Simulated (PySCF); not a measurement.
## Electronic structure of S²⁺ (sulfur, charge +2) at the UHF level

Configuration: [Ne] 3s2 3p1 3d1, one real determinant (an excited configuration). Calculation: PySCF 2.14, in aug-cc-pV(Q+d)Z; the non-relativistic Hamiltonian (point nucleus).

```
Total energy                                                  : -395.726004 hartree
One-electron energy                                           : -533.0008 hartree
Hartree (Coulomb) energy                                      : 161.4774 hartree
Exchange energy                                               : -24.2026 hartree
Kinetic energy                                                : 395.51876 hartree
⟨S²⟩                                                          : 2.0071
⟨L²⟩                                                          : 8.026
Sum of ⟨r⟩                                                    : 11.10 bohr
Sum of ⟨r²⟩                                                   : 18.23 bohr²
Traceless quadrupole moment −½Σ⟨3z² − r²⟩ along its main axis : 0.533 e·bohr²
Density at the nucleus (Gaussians lack the cusp)              : 2640 bohr⁻³
Spin density at the nucleus                                   : -0.0824 bohr⁻³
Langevin diamagnetic susceptibility                           : -14.4 ×10⁻⁶ cm³/mol
```

```csv
shell,electrons,mean orbital energy (eV),spread (eV),"rms radius, mean of both spins (bohr)"
1s α,1,-2535.1,0,0.113
1s β,1,-2534.8,0,0.113
2s α,1,-274.69,0,0.517
2s β,1,-274.25,0,0.517
2p α,3,-211.56,0.686,0.491
2p β,3,-210.84,0.553,0.491
3s α,1,-48.560,0,1.69
3s β,1,-44.145,0,1.69
3p α,1,-36.402,0,1.86
3d α,1,-17.693,0,2.66
```

⟨L²⟩ = 8.03 against 12 for a pure F term, so this real determinant mixes terms. The outer electron is Rydberg-like, and this basis confines it to a smaller radius and binds it less than a complete one would.

Spin-orbit constants ζ (cm⁻¹) from the X2C one-electron operator on these orbitals (non-relativistic here): bare nucleus, nucleus screened by l(l+1)(2l+1)/3 electrons, and screened by the Breit-Pauli mean field of the electrons.

```csv
shell,bare,screened nucleus,mean field
2p,7414,6487,6068
3p,638.7,558.9,516.2
3d,28.28,10.60,7.525
```

To first order the Landé constant is A = 88.54 cm⁻¹, so the lowest level has J = 2 and lies 0.0439 eV below the centre of the term. This holds in LS coupling only.
